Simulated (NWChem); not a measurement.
**Correlation energy of CHCl**

```xyz
3

C      1.0579    -0.5466     0.0000
Cl    -0.4752     0.1724     0.0000
H      1.7315     0.3489     0.0000
```
Charge 0, spin multiplicity 1.

All runs are NWChem calculations. Structure: optimised with PBE0/def2-SVP, a minimum by its harmonic frequencies.

Basis set: def2-TZVP. Each correlation energy counts from its own Hartree-Fock reference.

The correlated methods keep 6 core orbitals frozen. The structure started from a generated list of species. Coupled-cluster values serve here as a point of comparison, not as the truth.

Q: For the correlation energy, MP2 gives -320.5 mHa and SCS-MP2 gives -320.1 mHa. What do CR-CCSD[T], CR-CCSD(T), CCSD give?

A: CR-CCSD[T]: -367.8 mHa; CR-CCSD(T): -367.2 mHa; CCSD: -354.0 mHa.
